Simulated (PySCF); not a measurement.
PySCF job for GeO2, SMILES [O]=[Ge]=[O], TPSSh-D3(BJ)/def2-TZVP. 

```python
import numpy as np
from pyscf import gto, scf, dft
from pyscf.geomopt import geometric_solver

mol = gto.M(
    atom='''
    Ge    0.00000000    0.00000000    0.00000000
    O     0.00000000    0.00000000    1.56843364
    O     0.00000000    0.00000000   -1.56843364
    ''',
    basis='def2-TZVP',
    charge=0,
    spin=0,
    max_memory=1600,
    verbose=3,
)
mf = dft.RKS(mol, xc='tpssh').density_fit(auxbasis='def2-universal-jkfit')
mf.disp = 'd3bj'
mf.grids.level = 4
mf.conv_tol = 1e-9
mf.max_cycle = 100
mf.kernel()
grad = mf.nuc_grad_method()
grad.grid_response = mol.nao <= 150
conv, mol_eq = geometric_solver.kernel(grad, convergence_set='GAU_TIGHT', maxsteps=100)
print(mol_eq.tostring(format='xyz'))
mf.reset(mol_eq)
mf.kernel()
```

It prints:

```
converged SCF energy = -2227.43394595026
[banner and settings of the optimiser left out]
Geometry optimization cycle 1
Cartesian coordinates (Angstrom)
 Atom        New coordinates             dX        dY        dZ
  Ge   0.000000   0.000000   0.000000    0.000000  0.000000  0.000000
   O   0.000000   0.000000   1.568434    0.000000  0.000000  0.000000
   O   0.000000   0.000000  -1.568434    0.000000  0.000000  0.000000

WARN: Mole.unit (angstrom) is changed to Bohr

converged SCF energy = -2227.43394595025
--------------- DFRKS_Scanner gradients ---------------
         x                y                z
0 Ge    -0.0000000000     0.0000000000     0.0000000006
1 O     0.0000000000    -0.0000000000    -0.0586377177
2 O    -0.0000000000    -0.0000000000     0.0586377171
----------------------------------------------
cycle 1: E = -2227.43394595  dE = -2227.43  norm(grad) = 0.0829263
Step    0 : Gradient = 4.788e-02/5.864e-02 (rms/max) Energy = -2227.4339459502
Hessian Eigenvalues: 5.00000e-02 5.00000e-02 5.00000e-02 ... 2.50000e-01 5.78408e-01 5.78408e-01

Geometry optimization cycle 2
Cartesian coordinates (Angstrom)
 Atom        New coordinates             dX        dY        dZ
  Ge   0.000000  -0.000000  -0.000000    0.000000 -0.000000 -0.000000
   O   0.000000  -0.000000   1.622080    0.000000 -0.000000  0.053647
   O   0.000000  -0.000000  -1.622080    0.000000 -0.000000 -0.053647
converged SCF energy = -2227.43966616683
--------------- DFRKS_Scanner gradients ---------------
         x                y                z
0 Ge     0.0000000000     0.0000000000    -0.0000028773
1 O    -0.0000000000    -0.0000000000    -0.0007298941
2 O    -0.0000000000    -0.0000000000     0.0007327714
----------------------------------------------
cycle 2: E = -2227.43966617  dE = -0.00572022  norm(grad) = 0.00103427
Step    1 : Displace = 4.380e-02/5.365e-02 (rms/max) Trust = 1.000e-01 (=) Grad = 5.971e-04/7.328e-04 (rms/max) E (change) = -2227.4396661668 (-5.720e-03) Quality = 0.962
Hessian Eigenvalues: 5.00000e-02 5.00000e-02 5.00000e-02 ... 2.50000e-01 5.71194e-01 5.78408e-01

Geometry optimization cycle 3
Cartesian coordinates (Angstrom)
 Atom        New coordinates             dX        dY        dZ
  Ge   0.000000  -0.000000   0.000001   -0.000000 -0.000000  0.000001
   O   0.000000  -0.000000   1.622758   -0.000000 -0.000000  0.000677
   O   0.000000  -0.000000  -1.622758   -0.000000 -0.000000 -0.000678
converged SCF energy = -2227.43966724132
--------------- DFRKS_Scanner gradients ---------------
         x                y                z
0 Ge    -0.0000000000    -0.0000000000     0.0000029037
1 O    -0.0000000000     0.0000000000    -0.0001095236
2 O    -0.0000000000     0.0000000000     0.0001066199
----------------------------------------------
cycle 3: E = -2227.43966724  dE = -1.07449e-06  norm(grad) = 0.000152878
Step    2 : Displace = 5.532e-04/6.780e-04 (rms/max) Trust = 1.414e-01 (+) Grad = 8.826e-05/1.095e-04 (rms/max) E (change) = -2227.4396672413 (-1.074e-06) Quality = 1.148
Hessian Eigenvalues: 5.00000e-02 5.00000e-02 5.00000e-02 ... 2.50000e-01 4.86771e-01 5.78430e-01

Geometry optimization cycle 4
Cartesian coordinates (Angstrom)
 Atom        New coordinates             dX        dY        dZ
  Ge   0.000000   0.000000  -0.000000    0.000000  0.000000 -0.000001
   O   0.000000   0.000000   1.622876    0.000000  0.000000  0.000118
   O   0.000000   0.000000  -1.622875    0.000000  0.000000 -0.000117
converged SCF energy = -2227.43966726295
--------------- DFRKS_Scanner gradients ---------------
         x                y                z
0 Ge     0.0000000000     0.0000000000    -0.0000163273
1 O    -0.0000000000    -0.0000000000     0.0000080338
2 O    -0.0000000000    -0.0000000000     0.0000082935
----------------------------------------------
cycle 4: E = -2227.43966726  dE = -2.16342e-08  norm(grad) = 1.99976e-05
Step    3 : Displace = 9.593e-05/1.180e-04 (rms/max) Trust = 2.000e-01 (+) Grad = 1.155e-05/1.633e-05 (rms/max) E (change) = -2227.4396672630 (-2.163e-08) Quality = 0.901
Hessian Eigenvalues: 5.00000e-02 5.00000e-02 5.00000e-02 ... 2.50000e-01 4.73998e-01 5.93898e-01

Geometry optimization cycle 5
Cartesian coordinates (Angstrom)
 Atom        New coordinates             dX        dY        dZ
  Ge   0.000000   0.000000   0.000005   -0.000000 -0.000000  0.000005
   O   0.000000   0.000000   1.622874    0.000000 -0.000000 -0.000002
   O   0.000000  -0.000000  -1.622879   -0.000000 -0.000000 -0.000003
converged SCF energy = -2227.43966726538
--------------- DFRKS_Scanner gradients ---------------
         x                y                z
0 Ge     0.0000000000     0.0000000000     0.0000113064
1 O    -0.0000000000    -0.0000000000    -0.0000054378
2 O    -0.0000000000    -0.0000000000    -0.0000058686
----------------------------------------------
cycle 5: E = -2227.43966727  dE = -2.42835e-09  norm(grad) = 1.38509e-05
Step    4 : Displace = 3.562e-06/4.975e-06 (rms/max) Trust = 2.828e-01 (+) Grad = 7.997e-06/1.131e-05 (rms/max) E (change) = -2227.4396672654 (-2.428e-09) Quality = 21.062
Hessian Eigenvalues: 5.00000e-02 5.00000e-02 5.00000e-02 ... 2.50000e-01 4.73998e-01 5.93898e-01
Converged! =D

3
XYZ from PySCF
Ge          0.00000000        0.00000000        0.00000483
O           0.00000000        0.00000000        1.62287371
O           0.00000000       -0.00000000       -1.62287853
converged SCF energy = -2227.43966726541
```

The run converged.

Cost: roughly 40 core-seconds.
